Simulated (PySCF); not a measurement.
Electron correlation in P³⁺ (phosphorus, charge +3)

[Ne] 3s2, closed-shell 1S. All numbers are calculated (PySCF 2.14, scalar relativity by spin-free X2C-1e, in aug-cc-pVDZ-DK (5s4p2d, 27 functions)). Frozen: [Ne]; 2 electrons correlated.

Total MP2 correlation energy: -32.07 mhartree.

Same-spin part 0.00 and opposite-spin part -32.07 mhartree; SCS-MP2 scales them by 1/3 and 6/5 to -38.49 mhartree.

With two correlated electrons CCSD is exact within the correlated space (frozen core and kept virtual orbitals).

```json
{"level": "CCSD", "correlation energy (mhartree)": "-47.88"}
```

Diagnostics: T1 = 0.0039, D1 = 0.0056, largest double amplitude 0.116.

Cost of the coupled-cluster step: 0.04 s of wall time on 1 thread of Neoverse-V2 (shared host), for 2 correlated electrons.
